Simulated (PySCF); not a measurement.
Bonds (- single, = double, # triple, : aromatic): C1#C2 1.218 Å, C2-Si3 1.835 Å, Si3-O4 1.652 Å, Si3-S5 2.147 Å, S5-Si6 2.155 Å. C1 carries H7; Si3 carries H8; O4 carries H9; Si6 carries H10, H11, H12. Stereochemistry as in C#C[Si@@H](O)S[SiH3].

Geometry: PBE0-D3(BJ)/def2-SVP; GIAO shifts from PySCF, gas phase, non-relativistic, averaged over equivalent atoms.

At LDA/pcSseg-1 (153 basis functions, 28 s wall time on 1 thread of an Arm Neoverse N1, shared host):
```csv
atoms,δ (ppm)
C1,108.9
C2,92.2
Si3,-22.9
Si6,-59.2
O4,79.3
S5,-263.2
H8,5.74
H10/H11/H12,4.85
H7,2.55
H9,1.87
```

Scale: TMS for ¹³C (180.72 ppm), ²⁹Si (318.36 ppm), ¹H (30.83 ppm); ¹⁷O (342.75 ppm) against H2O; ³³S (480.15 ppm) against CS2 (reference shieldings calculated alike).

What do these become at PBE0/cc-pVTZ?

## Answers


```tsv
atoms	δ at PBE0/cc-pVTZ	change
C1	103.2	-5.7
C2	86.2	-6.0
Si3	-23.2	-0.3
Si6	-52.9	+6.3
O4	58.9	-20.4
S5	-257.5	+5.7
H8	5.42	-0.32
H10/H11/H12	4.70	-0.15
H7	2.51	-0.04
H9	1.45	-0.42
```

Chemical shifts δ = σref − σ; ¹³C (σ = 187.29 ppm) and ²⁹Si (σ = 360.00 ppm) and ¹H (σ = 31.29 ppm) vs TMS; H2O for ¹⁷O (σ = 334.84 ppm); CS2 for ³³S (σ = 524.82 ppm), all at this level.

The largest change is at O4 (oxygen bonded to Si, H). Cost: 276 basis functions, 42 s wall time on 1 thread of an Arm Neoverse V1, shared host.

Experimental scales use liquid or dissolved standards, which lie at an offset from isolated H2O (liquid H2O: subtract about 36 ppm).
